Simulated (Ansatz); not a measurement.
C5H15N3OW (`C[N]=[W](=[O])([N](C)C)[N](C)C`) from Hartree–Fock to CCSD(T)

Z-matrix (Å, degrees):
```
W
C 1 2.957
C 1 3.054 2 116.6
N 1 1.956 2 105.3 3 20.4
C 1 3.054 2 47.2 3 -86.3
N 1 1.762 2 130.2 3 -107.6
O 1 1.725 2 88.8 3 129.6
C 1 2.956 2 90.3 3 40.7
N 1 1.956 2 25.1 3 -86.7
H 2 1.099 1 122.5 3 5.9
H 2 1.092 1 76.2 3 -97.1
H 2 1.098 1 125.8 3 161.1
H 3 1.099 1 124.6 2 134.7
H 3 1.089 1 79.9 2 -119.6
H 3 1.099 1 121.8 2 -14.2
H 5 1.099 1 121.8 2 77.2
H 5 1.099 1 124.6 2 -71.8
H 5 1.089 1 79.9 2 -177.4
C 6 1.420 1 153.8 2 -111.6
H 8 1.092 1 76.2 2 56.1
H 8 1.099 1 122.6 2 -46.9
H 8 1.098 1 125.8 2 157.9
H 19 1.096 6 112.5 1 -0.2
H 19 1.096 6 110.3 1 120.6
H 19 1.096 6 110.3 1 -121.1
```

The species carries charge 0 and has multiplicity 1. Correlated methods include outer-core shells of W, which these sets cover unevenly. W: def2 effective core potential. Geometry: relaxed with PBE0-D4/def2-TZVP. It is one conformer, not always the lowest. Frozen core, restricted reference, Ansatz.

```tsv
basis	HF (Eh)	MP2 corr.
def2-SVP	-502.38253	-1.82595
def2-TZVPP	-502.91579	-2.28606
def2-QZVPP	-502.93731	-2.45944
```

**Question.** Estimate the CCSD correlation energy and the (T) correction in each basis where they were run (hartree).

**Answer.** 
```
     basis  CCSD corr.       (T)
  def2-SVP    -1.84960  -0.07878
def2-TZVPP    -2.28059  -0.11743
```
